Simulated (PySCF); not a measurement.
# From computed data to an observable: oscillator strength and radiative lifetime

pyrazine-2-carbonitrile (C₅H₃N₃), SMILES N#Cc1cnccn1.

Geometry optimised at PBE0-D3(BJ)/def2-SVP.

TDA-B3LYP/def2-SVPD (PySCF) puts the first singlet state with f over 0.02 at 5.27 eV (vertical), with the transition dipole (-0.274, -1.158, 0.000) in atomic units.

### Question
Find the oscillator strength, the wavelength and the radiative lifetime that this transition would have in vacuum if emission retraced absorption.

### Answer

|μ|² = 1.4160 au, so |μ| = 3.02 D. ΔE = 5.27/27.211 = 0.1937 hartree. f = (2/3) ΔE |μ|² = 0.183 (the program prints 0.183).
λ = 1239.84/5.27 = 235 nm; ν = 42505 cm⁻¹.
Einstein's coefficient A = 0.6670 ν² f s⁻¹ (ν in cm⁻¹) = 2.2e8 s⁻¹, so τ = 1/A = 4.5 ns. This state is S3; the lower singlets have f = 0.004, 0.002. The figure is the radiative limit of this one transition; relaxation, internal conversion, crossing to triplets and a medium change what is measured.
